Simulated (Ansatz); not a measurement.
System: C₄H₁₁Ge, charge 0, multiplicity 2. It need not be the lowest isomer of its formula. 
Coordinates optimised at B3LYP-D3(BJ)/def2-TZVP (Ansatz, a first-principles code):
```xyz
16

C     -0.2063    -1.2608    -1.4999
Ge    -0.0068    -0.0203    -0.0257
C     -0.0744     1.8236    -0.7149
C     -1.4541    -0.3237     1.2739
C      1.7324    -0.3045     0.8660
H     -0.7029    -2.2188    -1.3924
H      0.1958    -1.0609    -2.4871
H      0.0695     2.5368     0.0977
H     -1.0375     2.0223    -1.1852
H      0.7111     1.9817    -1.4548
H     -2.4262    -0.1451     0.8139
H     -1.4279    -1.3510     1.6394
H     -1.3453     0.3476     2.1266
H      1.7995    -1.3198     1.2568
H      2.5510    -0.1488     0.1631
H      1.8453     0.3970     1.6940
```
Charge 0, spin multiplicity 2.

Quantity: atomisation energy (electronic, to ground-state atoms), in eV. Cores are frozen in the correlated levels unless marked. UHF or UKS for open shells. Spin-orbit coupling is left out. Frozen are the shells of the preceding noble gas and the d and f shells that filled before the atom's block. Non-relativistic. The coupled-cluster limit lacks core correlation, which all-electron functionals hold. Basis-set limits of correlation are two-point, X^-3; Hartree-Fock from the larger set. [CCSD(T)-MP2]/basis is that difference in the basis named.

```json
[
 {"level": "HF/cc-pVQZ", "program": "Ansatz", "atomisation energy (eV)": "46.12"},
 {"level": "SVWN5/def2-TZVPD", "program": "Ansatz", "atomisation energy (eV)": "67.78"},
 {"level": "PBE-D3(BJ)/def2-TZVPD", "program": "Ansatz + dftd3", "atomisation energy (eV)": "61.08"},
 {"level": "PBE-D4/def2-TZVPD", "program": "Ansatz + dftd4", "atomisation energy (eV)": "61.07"},
 {"level": "revPBE-D3(BJ)/def2-TZVPD", "program": "Ansatz + dftd3", "atomisation energy (eV)": "59.78"},
 {"level": "revPBE/def2-TZVPD", "program": "Ansatz", "atomisation energy (eV)": "58.97"},
 {"level": "r2SCAN-D3(BJ)/def2-TZVPD", "program": "Ansatz + dftd3", "atomisation energy (eV)": "60.69"},
 {"level": "B3LYP-D4/def2-TZVPD", "program": "Ansatz + dftd4", "atomisation energy (eV)": "60.38"},
 {"level": "PBE0-D4/def2-TZVP", "program": "Ansatz + dftd4", "atomisation energy (eV)": "60.62"},
 {"level": "PBE0-D4/def2-TZVPD", "program": "Ansatz + dftd4", "atomisation energy (eV)": "60.63"},
 {"level": "BHLYP-D3(BJ)/def2-TZVPD", "program": "Ansatz + dftd3", "atomisation energy (eV)": "59.42"},
 {"level": "BHLYP-D4/def2-TZVPD", "program": "Ansatz + dftd4", "atomisation energy (eV)": "59.35"},
 {"level": "CAM-B3LYP/def2-TZVPD", "program": "Ansatz", "atomisation energy (eV)": "60.32"},
 {"level": "B2GP-PLYP/def2-TZVPD", "program": "Ansatz", "atomisation energy (eV)": "59.43"},
 {"level": "B2PLYP-D4/def2-TZVPD", "program": "Ansatz + dftd4", "atomisation energy (eV)": "59.73"},
 {"level": "B2PLYP/def2-TZVPD", "program": "Ansatz", "atomisation energy (eV)": "59.50"},
 {"level": "MP2/cc-pVDZ", "program": "Ansatz", "atomisation energy (eV)": "56.25"},
 {"level": "SCS-MP2/6-31G*", "program": "Ansatz", "atomisation energy (eV)": "54.57"},
 {"level": "SCS-MP2/cc-pVTZ", "program": "Ansatz", "atomisation energy (eV)": "59.27"},
 {"level": "CCSD(T)/6-31G*", "program": "Ansatz", "atomisation energy (eV)": "54.65"},
 {"level": "RI-MP2/CBS(cc-pVTZ,cc-pVQZ)+[CCSD(T)-MP2]/cc-pVTZ", "program": "Ansatz", "atomisation energy (eV)": "60.39"}
]
```
